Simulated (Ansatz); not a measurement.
# Worked example: C3H5Br + SiH3I → C3H8Si + IBr

Species: C3H5Br (allyl bromide) `C=CCBr`, singlet; SiH3I `[SiH3]I`, singlet; C3H8Si (prop-2-enylsilane) `C=CC[SiH3]`, singlet; IBr (iodine monobromide), singlet. The partners trade Br for SiH3: C–Br and I–SiH3 bonds give way to C–SiH3 and I–Br.

Shapes, held fixed at every level: PBE0-D4/def2-TZVP. Flexible molecules stand in one conformer, not always the lowest. Programs: Ansatz 0.2.0. Electronic energies: no zero-point or thermal term.

At CCSD(T)/def2-TZVPP; 1 Eh = 2625.50 kJ/mol:

| species | energy (Eh) |
| --- | --- |
| C3H5Br | -2689.792905 |
| SiH3I | -588.021398 |
| C3H8Si | -407.934316 |
| IBr | -2869.846064 |

Problem. Work out ΔE of the reaction at this level.

Solution. 
1. Products less reactants: (-407.934316) + (-2869.846064) − [(-2689.792905) + (-588.021398)] = 0.033923 Eh = +89.1 kJ/mol.

Other levels give +75.6 (PBE-D4/def2-TZVPP) to +93.7 kJ/mol (HF/def2-TZVPP). No measured value is set beside it here. For atoms past krypton def2 sets carry core potentials with scalar relativity. Relativity is left out for Br unless named. Correlated rows may include outer-core shells of Br, I, which these sets cover unevenly.
